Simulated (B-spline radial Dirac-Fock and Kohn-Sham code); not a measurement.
# Dipole and non-dipole photoemission parameters of Sb⁵⁺ 4p1/2

System: the Sb⁵⁺ ion in the configuration [Kr] 4d10; threshold 176.2 eV (orbital energy of the model). The computed values come from a radial finite-basis atomic code: Dirac-Hartree-Slater photoionisation with a Latter tail; cross sections with all multipoles, angular parameters from the dipole term and its interference with E2.

Input of the calculation (task.json; shells as n, l, electrons):

```json
{"items": [{
  "Z": 51,
  "q": 5,
  "cfg": [[1, 0, 2], [2, 0, 2], [2, 1, 6], [3, 0, 2], [3, 1, 6], [3, 2, 10], [4, 0, 2], [4, 1, 6], [4, 2, 10]],
  "A": 121,
  "rrms": 4.6802,
  "do": "xps",
  "hv": [51.7, 60, 82.0, 124.0, 136.0, 141.0, 150, 207.0, 313.0, 332.0, 357.0, 395.0, 400, 775.0, 800, 1420.0, 1520.0, 2000, 2570.0, 3270.0, 3400.0, 4000, 4100.0, 4740.0, 5414.7, 9830.0, 9900.0, 10100.0, 13100.0, 15000]
}]}
```

Command: `python xray2_run.py task.json out`

```
hν (eV)  σ (kb)       β       γ       δ
    207     113  -0.087  -0.091   0.030
    313    96.4   0.943   0.152   0.038
    332    92.6   1.032   0.190   0.034
    357    88.0   1.127   0.220   0.029
    395    81.2   1.238   0.246   0.023
    400    80.4   1.251   0.248   0.022
    775    37.8   1.620   0.108   0.002
    800    36.1   1.628   0.097   0.001
   1420    14.4   1.689  -0.023  -0.001
   1520    12.8   1.689  -0.021  -0.001
   2000    7.66   1.674   0.027   0.000
   2570    4.65   1.644   0.128   0.001
   3270    2.79   1.604   0.272   0.005
   3400    2.56   1.597   0.300   0.006
   4000    1.78   1.563   0.424   0.009
   4100    1.68   1.557   0.444   0.010
   4740    1.20   1.523   0.570   0.015
 5414.7   0.875   1.489   0.695   0.021
   9830       ?       ?       ?       ?
   9900   0.186   1.304   1.335   0.068
  10100   0.176   1.297   1.358   0.070
  13100  0.0857   1.204   1.650   0.104
  15000  0.0582   1.153   1.800   0.126
```

Q: Give the values at 9830 eV.

A: σ = 0.189 kb, β = 1.307, γ = 1.327, δ = 0.067.
